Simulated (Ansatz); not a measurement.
Si4Ge⁻: single points at one geometry.

```yaml
crystal:
  periodic: [false, false, false]
  atoms:
    - {symbol: Si, position_ang: [1.129843, -0.421869, -1.083002]}
    - {symbol: Si, position_ang: [0.020087, 1.482191, 0.655813]}
    - {symbol: Si, position_ang: [-1.189814, -1.035227, 0.374230]}
    - {symbol: Si, position_ang: [-0.971315, 0.611032, -1.288897]}
    - {symbol: Ge, position_ang: [1.011189, -0.636117, 1.341856]}
basis:
  gaussian: {orbitals: def2-TZVPD, initial_orbitals: start.molden}
total_charge: -1
magnetization: {spin_polarized: true, initial_magnetization: 1}
hamiltonian: {xc: {name: B3LYP}, dispersion: d4}
scf: {omitted_lower_state_checks: [starts]}
output: {orbitals: {seedname: orbitals}}
```

The file start.molden holds the orbitals of an earlier run on this structure, at another level or in another basis.

```sh
$ ansatz run in.yaml --threads 4 --pin off --events-out ev --progress --plain --max-ram 4787MiB
```

Shortened log:

```
Functional definition: B3LYP
1570 factors; their error is unknown
mean field evaluation 1: about -88032.6774 eV, gradient 5.5e0 eV
mean field evaluation 2: about -88032.7728 eV, gradient 9.9e-2 eV
mean field evaluation 4: about -88032.9733 eV, gradient 3.1e-4 eV
mean field -88032.97329646 eV, -3235.1520977525 hartree, gradient 2.2e-5 eV, S^2 0.757305; 0 other end points of the search recorded, 0 dependent functions left out
reference -88032.97351706 eV, -3235.1521058592 hartree; 45, 44 occupied and 181, 182 virtual orbitals, 1570 factors
Total energy: -88033.71854521 eV, -3235.1794851387 hartree
Checks for a lower state left out: starts
```

Run time 12 s (4 threads of Arm Neoverse V2 on a shared host), peak host memory 1.1 GiB.

As the first input, with `hamiltonian: {xc: hf}` (abridged; 21 s):

```
Functional definition: HF
mean field -87922.40917777 eV, -3231.0889413335 hartree, gradient 6.4e-6 eV, S^2 0.800558
Total energy: -87922.40917777 eV, -3231.0889413335 hartree
Checks for a lower state left out: starts
```

The first input with `gaussian: {orbitals: def2-SVPD, initial_orbitals: start.molden}`, `correlation: {method: ccsd_t}`, `scf: {omitted_lower_state_checks: [starts, cluster_reference]}` and without the key `hamiltonian` (abridged; 34 s):

```
Functional definition: HF
mean field -87904.54473108 eV, -3230.4324350266 hartree, gradient 3.0e-6 eV, S^2 0.794831
29 core orbitals not correlated: weight in the atoms' cores, before any rotation towards them, 1.000 or more for the frozen orbitals, at most 0.000 for the correlated occupied ones
second order -17.38911600 eV of doubles, -0.00000000 eV of singles
cycle   1  -16.13864071 eV  change     1.3e0 eV  update   2.1e-1
cycle   2  -17.04039529 eV  change   -9.0e-1 eV  update   7.4e-2
cycle   3  -17.22397939 eV  change   -1.8e-1 eV  update   3.5e-2
cycle   4  -17.21712879 eV  change    6.9e-3 eV  update   1.4e-2
cycle   5  -17.22165933 eV  change   -4.5e-3 eV  update   8.8e-3
cycle   6  -17.22074704 eV  change    9.1e-4 eV  update   3.3e-3
cycle   7  -17.21952887 eV  change    1.2e-3 eV  update   1.3e-3
cycle   8  -17.22054343 eV  change   -1.0e-3 eV  update   5.3e-4
cycle   9  -17.22064613 eV  change   -1.0e-4 eV  update   2.3e-4
cycle  10  -17.22046292 eV  change    1.8e-4 eV  update   1.3e-4
cycle  11  -17.22053555 eV  change   -7.3e-5 eV  update   7.4e-5
cycle  12  -17.22050670 eV  change    2.9e-5 eV  update   3.1e-5
perturbative correction -1.36905191 eV, -0.0503117296 hartree
Total energy: -87923.13428968 eV, -3231.1155887050 hartree
Checks for a lower state left out: starts, cluster_reference
```

The first input with `correlation: {method: mp2}` and without the key `hamiltonian` (abridged; 10 s):

```
Functional definition: HF
mean field -87922.41056402 eV, -3231.0889922772 hartree, gradient 1.7e-6 eV, S^2 0.800558
29 core orbitals not correlated: weight in the atoms' cores, before any rotation towards them, 1.000 or more for the frozen orbitals, at most 0.000 for the correlated occupied ones
second order -19.80859875 eV of doubles, -0.00000000 eV of singles
Total energy: -87942.21916276 eV, -3231.8169448545 hartree
Checks for a lower state left out: starts
```

As the first input, with `hamiltonian: {xc: pbe0, dispersion: d4}` (abridged; 12 s):

```
Functional definition: PBE0
mean field -88010.34341676 eV, -3234.3204650126 hartree, gradient 1.8e-5 eV, S^2 0.761104
Total energy: -88010.71596739 eV, -3234.3341559956 hartree
Checks for a lower state left out: starts
```

The first input with `hamiltonian: {xc: pbe, dispersion: d4}`, `output: {forces: true, orbitals: {seedname: orbitals}}` (abridged; 6.5 s):

```
Functional definition: PBE
mean field -88006.61599994 eV, -3234.1834849711 hartree, gradient 7.7e-6 eV, S^2 0.755245
Total energy: -88007.05685819 eV, -3234.1996862129 hartree
Atom 0 force    -0.265034     0.102051     0.226256 eV/Å
Atom 1 force    -0.016207    -0.323972    -0.162260 eV/Å
Atom 2 force     0.254150     0.239010    -0.099631 eV/Å
Atom 3 force     0.076597    -0.048345     0.101181 eV/Å
Atom 4 force    -0.049506     0.031256    -0.065546 eV/Å
Dipole moment:     0.214980    -0.135241     0.285285 e Å
Checks for a lower state left out: starts
```

First input, but with `gaussian: {orbitals: STO-3G}`, `hamiltonian: {xc: hf}` (abridged; 0.5 s):

```
Functional definition: HF
mean field -86909.17586276 eV, -3193.8533038012 hartree, gradient 7.1e-6 eV, S^2 0.773542
Total energy: -86909.17586276 eV, -3193.8533038012 hartree
Checks for a lower state left out: starts
```

Geometry: B3LYP-D4/def2-SVPD.

B3LYP takes the VWN-RPA correlation. Correlated methods freeze 29 core orbitals; core or outer-core shells of Ge are correlated, in sets that lack core-valence functions. At HF/STO-3G the highest occupied level of the charge -1 doublet lies above zero (up to 2.51 eV). In Hartree–Fock with STO-3G the lack of diffuse functions raises the level. The structure comes from a short search, and lower isomers may exist.
